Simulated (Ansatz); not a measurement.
`[CH3][Ge]([CH3])([Cl])[Cl]` + NH₃ → `[CH3][Ge]([NH2])([Cl])[Cl]` + CH₄ at 600 K and 1 bar (ligand exchange at a Ge–C bond).

Calculated with Ansatz (gas phase, PBE0-D4/def2-TZVP geometries, no zero-point term in ΔE). CCSD(T)/CBS is the MP2 limit (def2-TZVPP, def2-QZVPP) plus CCSD(T) − MP2 in def2-TZVPP, frozen cores. This one scheme is used for every species. For Ge outer-core shells are correlated without core-valence functions, which leaves a few kJ/mol of doubt a bond. Scalar relativity is left out up to krypton. One conformer a species, not always the lowest.

```csv
species,CCSD(T)/CBS energy (Eh),H − E (kJ/mol),S (J/(mol·K))
`[CH3][Ge]([CH3])([Cl])[Cl]`,-3075.50426,269.8,480.6
NH₃,-56.50880,112.4,219.5
`[CH3][Ge]([NH2])([Cl])[Cl]`,-3091.55637,239.5,489.7
CH₄,-40.46206,140.4,215.7
```

H − E and S are ideal-gas, rigid-rotor, harmonic terms from PBE0-D4/def2-TZVP, for one conformer and one mirror image of each species. 1 Eh = 2625.50 kJ/mol, R = 8.31446 J/(mol·K).

Problem. By hand: ΔE, ΔH, ΔS and ΔG.

Solution. ΔE = (-3091.55637) + (-40.46206) − (-3075.50426) − (-56.50880) = -0.00537 Eh = -14.1 kJ/mol. Δ(H − E) = 239.5 + 140.4 − 269.8 − 112.4 = -2.3, so ΔH = -16.4 kJ/mol. ΔS = 489.7 + 215.7 − 480.6 − 219.5 = 5.3 J/(mol·K). ΔG = -16.4 − 600 × (5.3)/1000 = -19.6 kJ/mol.

Problem. By hand: the equilibrium constant, and the temperature at which ΔG would vanish if ΔH and ΔS stayed fixed.

Solution. log₁₀ K = −ΔG/(RT ln 10) = 1.7. ΔH and −TΔS have one sign here, so there is no such temperature. One of them is within its doubt of zero, so this could turn.

The number of gas molecules stays the same, so ΔS is small and ΔH decides. A doubt of 5 kJ/mol in ΔE shifts log₁₀ K by 0.4 here. Other conformers and mirror images would add mixing entropy, several J/(mol·K) or more a flexible species. Modes under 60 cm⁻¹, often nearly free rotors, make the harmonic entropy too high. These are equilibria of isolated gas molecules and say nothing of rates. Largest T1 diagnostic: 0.009 (customary marks: 0.02 for closed shells, 0.045 for open ones).
